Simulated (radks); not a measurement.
Q: All-electron atom: N VII in 1s1. Calculated with a radial shooting solver on a logarithmic mesh with Libxc functionals: scalar-relativistic Kohn-Sham, LDA (Slater exchange, Perdew-Wang correlation), spin-polarised, spherical densities, finite nucleus; open shells are filled with parallel spins first; Fermi nuclear charge, rms radius 2.5582 fm. Some entries of the table are withheld. Estimate them.

orbital  occ.  eigenvalue (eV)  <r^2> (bohr^2)  <r> (bohr)
1s up       1        -617.8091         0.06233      0.2160
2s up       0              (1)          0.9468      0.8997
2p up       0        -134.3224          0.6971         (2)

A: 
(1) 2s up eigenvalue (eV): -137.6181
(2) 2p up <r> (bohr): 0.7599
